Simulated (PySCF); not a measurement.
# Computed records: C2H6BGe

Computed with PySCF 2.14.0. Calculation on a computer-drawn molecule: the log of a Hartree-Fock and frozen-core CCSD(T) single point meant for a local Hartree-Fock minimum, with one planted fault or none, to be diagnosed. Offsets are logged minus clean, where the clean run is the same molecule without the fault. The reference is restricted for singlets and unrestricted otherwise, and also for a bond in bohr or an excited solution. Adding or removing an electron swaps singlet and doublet. The excited solution moves the top pair (singlet) or top alpha electron (doublet) to the lowest empty orbital. Highest occupied and lowest empty are orbital energies over both spins, largest force is the largest gradient component, triples share is (T) over the correlation energy, the T1 limit is 0.02 restricted and 0.045 unrestricted, electrons count all cores, a negative frequency is imaginary (commonest isotopes), and the dipole is about the centre of nuclear charge; on germanium a core potential holds 10 electrons, which the energies leave out, and 3d is frozen in MP2 and coupled-cluster steps.

```xyz
10
formula=C2H6BGe meant_charge=1 meant_multiplicity=1 meant_basis=cc-pVDZ meant_basis_and_core_potential_on_germanium=cc-pVDZ-PP_ECP10MDF logged_electrons=54 logged_basis_functions=95 logged_SCF_converged=yes logged_spin_squared=0 logged_highest_occupied=-14.602 logged_lowest_empty=-4.3433 logged_largest_force=0.028093 logged_T1_diagnostic=0.014306 logged_D1_diagnostic=0.04104 logged_triples_share=0.036417 logged_CC_converged=yes logged_dipole_magnitude=2.3677 logged_SCF_stable_within_its_kind=yes logged_energy_HF=-396.98655 logged_energy_CCSD(T)=-397.48129 possible_faults=no_fault,one_electron_removed,one_electron_added,multiplicity_raised_by_two,geometry_at_a_saddle_point,SCF_held_on_an_excited_solution,minimal_basis_STO-3G,one_bond_length_entered_in_bohr,all_coordinates_scaled planted_fault=all_coordinates_scaled,by_+4.1_% HF_energy_offset_from_clean_run=9.307 CCSD(T)_energy_offset_from_clean_run=3.71
B      2.1485     0.6173     3.3999
C      0.7889     0.7389     2.8730
Ge     0.1572    -0.3194     1.4134
C      1.2396    -1.6970     0.4415
H      3.2911     0.4853     3.8101
H      0.0650     1.4803     3.3290
H     -1.3307    -0.0783     0.9522
H      2.2938    -1.7730     0.8500
H      0.7145    -2.7007     0.5389
H      1.2708    -1.4188    -0.6603
```

Units: logged_highest_occupied, logged_lowest_empty in eV; logged_largest_force in hartree/bohr; logged_dipole_magnitude in debye; logged_energy_HF, logged_energy_CCSD(T) in hartree; HF_energy_offset_from_clean_run, CCSD(T)_energy_offset_from_clean_run in kcal/mol.

Drawn bonds:
```
atom  other atom  order
   1           2      1
   2           3      2
   3           4      1
   1           5      1
   2           6      1
   3           7      1
   4           8      1
   4           9      1
   4          10      1
```
